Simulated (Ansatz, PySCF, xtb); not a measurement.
Bonds broken one at a time in the series B Br-I. Gas-phase values, no solvent. Strings in code marks are SMILES. In the def2 sets, heavy atoms carry core potentials. Quantity: homolytic bond dissociation enthalpy at 298 K (no spin–orbit term). Thermal and zero-point terms are GFN2-xTB rigid-rotor harmonic values (xtb). Level 1: PBE-D3(BJ)/def2-TZVP (PySCF). Level 2: frozen-core CCSD(T)/def2-TZVPP // PBE-D3(BJ)/def2-TZVP (Ansatz, a first-principles code).

```tsv
case	level 1 (kcal/mol)	level 2 (kcal/mol)
I–B bond of `IB(I)I`, giving `I[B]I` and `[I]`	84.5	82.4
B–I bond of `BrB(I)I`, giving `Br[B]I` and `[I]`	85.3	83.2
B–I bond of `BrB(Br)I`, giving `Br[B]Br` and `[I]`	86.1	84.2
Br–B bond of `BrB(I)I`, giving `I[B]I` and `[Br]`	100.7	98.4
Br–B bond of `BrB(Br)I`, giving `Br[B]I` and `[Br]`	101.7	withheld
Br–B bond of `BrB(Br)Br`, giving `Br[B]Br` and `[Br]`	102.7	100.7
```

Task: Fit level 2 = a + b·x to the 5 complete rows by least squares, with x = level 1 in kcal/mol. Give a, b and the rms residual, and predict the withheld value.

Result: Means of the 5 rows: x̄ = 91.86, ȳ = 89.78 kcal/mol. Σ(x − x̄)² = 326.03 and Σ(x − x̄)(y − ȳ) = 324.2, so b = 0.994 and a = ȳ − b·x̄ = -1.53 kcal/mol. The rms residual is 0.12 kcal/mol. At x = 101.7 the line gives 99.6 kcal/mol. The run for Br–B bond of `BrB(Br)I`, giving `Br[B]I` and `[Br]` gave 99.5 kcal/mol, so the line is off by 0.1 kcal/mol, within twice the rms residual.

Codes: Ansatz, PySCF, xtb.
